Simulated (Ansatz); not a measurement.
C2H5GeNS can be A, `[SH][GeH2][C]1=NC1`, or B, `S[CH]1N=[CH][GeH2]1`.

Computed with Ansatz on PBE0-D4/def2-TZVP structures; ΔE is electronic, products minus reactants. CCSD(T)/CBS adds triple-zeta CCSD(T) − MP2 to the extrapolated MP2 energy (def2 sets, frozen cores). DFT in def2-TZVPP. B3LYP here is the variant with VWN-RPA as its local correlation; programs differ in this. For Ge outer-core shells are correlated without core-valence functions, which leaves a few kJ/mol of doubt a bond. Scalar relativity is left out up to krypton. One conformer a species, not always the lowest.

A:

```xyz
10

S     0.115   -2.663   -0.942
Ge    1.067   -1.005    0.176
C    -0.211    0.447    0.059
N    -1.339    0.615   -0.462
C    -0.745    1.785    0.284
H    -0.965   -1.908   -1.215
H     2.389   -0.566   -0.470
H     1.289   -1.363    1.651
H    -0.399    2.620   -0.317
H    -1.202    2.038    1.236
```

B:

```xyz
10

S    -2.057    0.781    0.616
C    -0.686    0.267   -0.448
N     0.296    1.362   -0.504
C     1.391    0.866   -0.074
Ge    0.733   -0.952    0.285
H    -2.791   -0.328    0.430
H    -1.064    0.051   -1.448
H     2.300    1.466   -0.031
H     1.286   -2.108   -0.574
H     0.592   -1.405    1.748
```

Question: Which is lower in electronic energy at CCSD(T)/CBS, and by how much? (Estimate.)

Answer: Computed: A, by 9.3 kcal/mol.

Question: Give E(B) − E(A) in kcal/mol with CCSD/def2-TZVPP, B3LYP, MP2/def2-TZVPP, B3LYP-D4, HF/def2-TZVPP, B2PLYP, PBE-D4. (Best estimate.)

Answer: The calculation gave: CCSD/def2-TZVPP 11.3, B3LYP 11.4, MP2/def2-TZVPP 11.9, B3LYP-D4 10.4, HF/def2-TZVPP 14.3, B2PLYP 11.4, PBE-D4 9.7. None reverses the order clearly.

Largest T1 diagnostic: 0.013.

The D4 term adds −1.1 kcal/mol with B3LYP and −0.5 kcal/mol with PBE0; it sums over pairs of atoms, weighted by their polarisabilities, and B3LYP, whose exchange is more repulsive, gets the larger term. In def2-TZVPP, CCSD(T) changes the Hartree–Fock value by −3.7 kcal/mol (the triples alone add −0.7 kcal/mol) and MP2 by −2.4 kcal/mol.
